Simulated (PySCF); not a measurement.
Ge(F)2(Br)(OH) (BrF2GeHO), SMILES [OH][Ge]([F])([F])[Br]. Atoms are numbered in the order given.

```xyz
6

O      1.6434     1.2488     0.0000
Ge     0.0058     0.6516     0.0000
F     -0.8576     1.2685     1.3556
F     -0.8576     1.2685    -1.3556
Br     0.0121    -1.5969     0.0000
H      1.6776     2.2175     0.0000
```

The structure is a stationary point at r2SCAN-D4/def2-SVP. One conformer was computed; it need not be the lowest.

Two levels are set side by side: PBE/pcSseg-1 (PySCF) and PBE0/pcSseg-1 (PySCF). GIAO shifts against CFCl3 (¹⁹F), GeH4 (⁷³Ge), H2O (¹⁷O), TMS (¹H) at the same level; non-relativistic, no solvent, atoms listed together averaged. Without spin–orbit terms, shifts of atoms bonded to Cl or Br come out too high at both levels. Differences are taken from unrounded values.

| quantity | PBE0 | PBE | PBE minus PBE0 |
|---|---|---|---|
| δ(¹⁷O) of O1 (ppm) | 74.3 | 92.1 | 17.8 |
| δ(⁷³Ge) of Ge2 (ppm) | 338.0 | 364.5 | 26.5 |
| δ(¹⁹F) of F3, F4 (ppm) | -122.6 | -121.3 | 1.3 |
| δ(¹H) of H6 (ppm) | 2.76 | 2.75 | -0.01 |

Rough cost on one machine, each run with all the roots and properties that it gave: PBE0 against PBE within a factor of 2.
